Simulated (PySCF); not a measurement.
Correlation energy of Si⁴⁺ (silicon, charge +4)

Starting occupation: [Ne]. All numbers are calculated (PySCF 2.14, X2C-1e with screened-nucleus spin-orbit coupling, Gaussian nucleus, in an even-tempered Gaussian basis (19 s from 0.052 bohr⁻², ratio 2.6; 13 p from 0.068 bohr⁻², ratio 2.6; 7 d from 0.069 bohr⁻², ratio 2.8; 3 f from 6.5 bohr⁻², ratio 2.8)). Frozen: 1s2; 8 electrons correlated; the 50 highest virtual spinors left out.

MP2 pair energies summed by pair of shells (mhartree):

| pair | energy | share (%) |
| --- | --- | --- |
| 2p1/2-2p3/2 | -92.98 | 33.2 |
| 2p3/2-2p3/2 | -88.03 | 31.5 |
| 2p3/2-2s1/2 | -44.95 | 16.1 |
| 2p1/2-2s1/2 | -22.51 | 8.0 |
| 2p1/2-2p1/2 | -20.82 | 7.4 |
| 2s1/2-2s1/2 | -10.60 | 3.8 |

Total MP2 correlation energy: -279.89 mhartree.

The virtual space was cut to 44 spinors, which keep -208.88 of the -279.89 mhartree of MP2 correlation.

```
  level  correlation energy (mhartree)
   CCSD                        -212.37
    (T)                          -0.23
CCSD(T)                        -212.60
```

Diagnostics: T1 = 0.0012, largest double amplitude 0.014.

Task: Is a single reference adequate?

Result: Yes: T1 lies below 0.03 and no double amplitude reaches 0.07.

The coupled-cluster values are those of the cut space; adding the MP2 remainder, -71.01 mhartree, estimates the full space.
